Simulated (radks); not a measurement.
Results of a calculation; reference values are marked as such.
Os II, 75 electrons, occupied as [Xe] 4f14 5d6 6s1 (the NIST ground configuration). Level of theory: Dirac Kohn-Sham, SOGGA, spin-unpolarised, spherical densities, finite nucleus; open shells fill j = l - 1/2 first; Fermi nuclear charge, rms radius 5.4126 fm (a radial shooting solver on a logarithmic mesh with Libxc functionals). Some entries of the table are withheld. Estimate them.

| orbital | occ. | eigenvalue (eV) | r(max) (bohr) |
|---|---|---|---|
| 1s1/2 | 2 | -73715.99 | 0.01103 |
| 2s1/2 | 2 | -12836.25 | (1) |
| 2p1/2 | 2 | -12294.14 | (2) |
| 2p3/2 | 4 | -10763.85 | (3) |
| 3s1/2 | 2 | -2992.487 | 0.1791 |
| 3p1/2 | 2 | -2749.126 | (4) |
| 3p3/2 | 4 | -2415.453 | (5) |
| 3d3/2 | 4 | -2006.254 | 0.1421 |
| 3d5/2 | 6 | -1933.950 | 0.1461 |
| 4s1/2 | 2 | -637.0853 | 0.4054 |
| 4p1/2 | 2 | -534.8503 | (6) |
| 4p3/2 | 4 | -456.3937 | (7) |
| 4d3/2 | 4 | -288.2847 | 0.4295 |
| 4d5/2 | 6 | -273.7506 | 0.4390 |
| 5s1/2 | 2 | -98.9021 | 0.9148 |
| 5p1/2 | 2 | -67.3766 | (8) |
| 4f5/2 | 6 | -60.9426 | (9) |
| 4f7/2 | 8 | -58.1374 | (10) |
| 5p3/2 | 4 | -55.1494 | (11) |
| 5d3/2 | 4 | -14.5377 | 1.333 |
| 5d5/2 | 2 | -13.4538 | 1.376 |
| 6s1/2 | 1 | -12.9766 | 2.400 |

Answer. 
(1) 2s1/2 r(max) (bohr): 0.06362
(2) 2p1/2 r(max) (bohr): 0.04711
(3) 2p3/2 r(max) (bohr): 0.05416
(4) 3p1/2 r(max) (bohr): 0.1674
(5) 3p3/2 r(max) (bohr): 0.1819
(6) 4p1/2 r(max) (bohr): 0.4044
(7) 4p3/2 r(max) (bohr): 0.4345
(8) 5p1/2 r(max) (bohr): 0.9747
(9) 4f5/2 r(max) (bohr): 0.4031
(10) 4f7/2 r(max) (bohr): 0.4079
(11) 5p3/2 r(max) (bohr): 1.057
